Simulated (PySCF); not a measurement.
CH3FO3Si, SMILES C(=O)O[Si@H](F)O. Atoms are numbered in the order given.

```xyz
9

O      1.1898     1.6121     0.2427
C      1.5179     0.5786     0.7660
O      0.7874    -0.5378     0.7649
Si    -0.7102    -0.6434    -0.0449
O     -1.5065     0.7778     0.0235
F     -0.3337    -1.0603    -1.5585
H      2.4710     0.4398     1.3153
H     -1.4731    -1.7242     0.5846
H     -0.9250     1.5460    -0.0897
```
Charge 0, spin multiplicity 1.

The structure is a stationary point at ωB97X-D3(BJ)/def2-SVP. The structure was generated by enumeration; whether it is a known compound was not checked. One conformer was computed; it need not be the lowest.

Two levels are set side by side: PBE/pcSseg-1 (PySCF) and PBE0/pcSseg-1 (PySCF). GIAO shifts against CFCl3 (¹⁹F), H2O (¹⁷O), TMS (²⁹Si), TMS (¹H), TMS (¹³C) at the same level; non-relativistic, no solvent, atoms listed together averaged. Differences are taken from unrounded values.

```json
[
 {"quantity": "δ(¹⁷O) of O1 (ppm)", "PBE": "459.5"},
 {"quantity": "δ(¹³C) of C2 (ppm)", "PBE": "166.2"},
 {"quantity": "δ(¹⁷O) of O3 (ppm)", "PBE": "266.0"},
 {"quantity": "δ(²⁹Si) of Si4 (ppm)", "PBE": "-46.7"},
 {"quantity": "δ(¹⁷O) of O5 (ppm)", "PBE": "88.1"},
 {"quantity": "δ(¹⁹F) of F6 (ppm)", "PBE": "-150.2"},
 {"quantity": "δ(¹H) of H7 (ppm)", "PBE": "8.22"},
 {"quantity": "δ(¹H) of H8 (ppm)", "PBE": "4.91"},
 {"quantity": "δ(¹H) of H9 (ppm)", "PBE": "4.50"}
]
```

Task: These are the PBE values. What does PBE0 give? (The exact figures need the calculation; the answer reports its results.)

Result: 
```
quantity                PBE0  PBE minus PBE0
--------------------  ------  --------------
δ(¹⁷O) of O1 (ppm)     460.2            -0.6
δ(¹³C) of C2 (ppm)     170.3            -4.2
δ(¹⁷O) of O3 (ppm)     246.1            19.9
δ(²⁹Si) of Si4 (ppm)   -46.8             0.1
δ(¹⁷O) of O5 (ppm)      75.9            12.2
δ(¹⁹F) of F6 (ppm)    -137.3           -12.9
δ(¹H) of H7 (ppm)       8.18            0.05
δ(¹H) of H8 (ppm)       4.73            0.17
δ(¹H) of H9 (ppm)       4.63           -0.13
```

Rough cost on one machine, each run with all the roots and properties that it gave: PBE0 against PBE within a factor of 2.
